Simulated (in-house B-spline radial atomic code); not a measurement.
Mo. Computed with a B-spline radial atomic code. Model: all-electron spherical atom, spin shells full or empty, radial basis limit, no spin-orbit coupling: exact exchange with a local potential (Slater, KLI or optimised effective potential, whose far tail is KLI's), no correlation.

Empty minority-spin level lies below the highest occupied level: each spin potential is zero at infinity, spin occupations fixed.

Exchange potential has not reached -1/r at the last radius.

The run also made RPA and GW results, which its time includes.

The Slater potential averages the orbital exchange potentials with the orbital densities as weights, KLI adds orbital constants, and the optimised effective potential minimises the exact-exchange energy among local potentials. So their energies lie above Hartree-Fock in the order OEP, KLI, Slater. All fall off as −1/r, unlike LDA and GGA exchange.

Command:
```bash
python run_gw.py task.json out
```
Settings (lengths in bohr, energies in hartree):
```
Z                      42
electrons              42
configuration          [Kr] 4d5 5s1
hamiltonian            nr
method                 kli
lmax                   9
spin_polarised         True
box_radius             40
intervals              81
ion_configuration      [Kr] 4d5
```

Run time, properties included: 14 s on 1 thread of Intel(R) Xeon(R) Platinum 8488C (Sapphire Rapids), on a shared host.

Given: hamiltonian non-relativistic; mean-field start exchange-only KLI.

Computed: energy above Hartree-Fock 20.982 millihartree; virial ratio -E/T less 1 0.000372.

```csv
radius (bohr),r times exchange potential up (hartree bohr),r times exchange potential down (hartree bohr)
0.00119,-0.039173,-0.039519
0.00151,-0.049641,-0.05008
0.00193,-0.063318,-0.06388
0.00245,-0.080119,-0.080832
0.00311,?,?
0.00396,-0.12785,-0.12901
0.00504,-0.16077,-0.16224
0.0064,-0.20049,-0.20236
0.00814,-0.24812,-0.2505
0.0104,-0.30417,-0.3072
0.0132,-0.36405,-0.36791
0.0167,-0.42414,-0.42903
0.0213,-0.47999,-0.48624
0.0271,-0.51891,-0.52689
0.0344,-0.53276,-0.54296
0.0438,-0.52806,-0.54116
0.0557,-0.54955,-0.56625
0.0708,-0.64672,-0.66766
0.0901,-0.78715,-0.81311
0.115,-0.8978,-0.92969
0.146,-0.92133,-0.95941
0.185,?,?
0.236,-0.92562,-0.97709
0.3,-1.152,-1.2241
0.381,-1.3158,-1.4169
0.485,-1.2677,-1.4081
0.616,-0.9994,-1.1893
0.784,-0.86959,-1.0419
0.996,-1.121,-1.2336
1.27,-1.3021,-1.3776
1.61,-1.3152,-1.3745
2.05,-1.2186,-1.2871
2.61,-1.1031,-1.1875
3.31,-1.0203,-1.1131
4.21,-0.96736,-1.0653
5.36,-0.93365,-1.0375
6.82,-0.91405,-1.0215
```

Task: What belongs in the row 0.00311?

Result: r times exchange potential up (hartree bohr): -0.1012; r times exchange potential down (hartree bohr): -0.1021.

Task: What belongs in the row 0.185?

Result: r times exchange potential up (hartree bohr): -0.87163; r times exchange potential down (hartree bohr): -0.91474.

```json
{"occupied": "1s up", "level (hartree)": "-709.91", "Hartree-Fock level (hartree)": "-721.2"}
{"occupied": "1s down", "level (hartree)": "-710.2", "Hartree-Fock level (hartree)": "-721.2"}
{"occupied": "2s up", "level (hartree)": "-98.665", "Hartree-Fock level (hartree)": "-102.87"}
{"occupied": "2s down", "level (hartree)": "-98.92", "Hartree-Fock level (hartree)": "-102.83"}
{"occupied": "2p up", "level (hartree)": "-90.871", "Hartree-Fock level (hartree)": "-94.462"}
{"occupied": "2p down", "level (hartree)": "?", "Hartree-Fock level (hartree)": "?"}
{"occupied": "3s up", "level (hartree)": "-16.874", "Hartree-Fock level (hartree)": "-18.594"}
{"occupied": "3s down", "level (hartree)": "-17.145", "Hartree-Fock level (hartree)": "-18.577"}
{"occupied": "3p up", "level (hartree)": "-13.877", "Hartree-Fock level (hartree)": "-15.298"}
{"occupied": "3p down", "level (hartree)": "-14.146", "Hartree-Fock level (hartree)": "-15.278"}
{"occupied": "3d up", "level (hartree)": "-8.389", "Hartree-Fock level (hartree)": "-9.3103"}
{"occupied": "3d down", "level (hartree)": "-8.6473", "Hartree-Fock level (hartree)": "-9.2606"}
{"occupied": "4s up", "level (hartree)": "-2.3184", "Hartree-Fock level (hartree)": "-2.8808"}
{"occupied": "4s down", "level (hartree)": "-2.4304", "Hartree-Fock level (hartree)": "-2.6477"}
{"occupied": "4p up", "level (hartree)": "?", "Hartree-Fock level (hartree)": "?"}
{"occupied": "4p down", "level (hartree)": "-1.5785", "Hartree-Fock level (hartree)": "-1.573"}
{"occupied": "4d up", "level (hartree)": "-0.25721", "Hartree-Fock level (hartree)": "-0.3593"}
{"occupied": "5s up", "level (hartree)": "-0.22912", "Hartree-Fock level (hartree)": "-0.22304"}
```

Task: What belongs in the row 2p down?

Result: level (hartree): -91.137; Hartree-Fock level (hartree): -94.429.

Task: What belongs in the row 4p up?

Result: level (hartree): -1.4814; Hartree-Fock level (hartree): -1.8767.

```json
{"empty": "4d down", "level (hartree)": "-0.3171"}
{"empty": "5s down", "level (hartree)": "-0.26201"}
{"empty": "5p down", "level (hartree)": "-0.14262"}
{"empty": "5p up", "level (hartree)": "?"}
{"empty": "6s down", "level (hartree)": "-0.080301"}
{"empty": "6s up", "level (hartree)": "-0.068143"}
{"empty": "6p down", "level (hartree)": "-0.056764"}
{"empty": "5d down", "level (hartree)": "-0.055539"}
```

Task: What belongs in the row 5p up?

Result: level (hartree): -0.11794.

The highest level, 5s up, differs from Hartree-Fock by -0.17 eV and the deepest, 1s down, by +299 eV: a local potential can match the highest level but can't give each shell its own exchange.
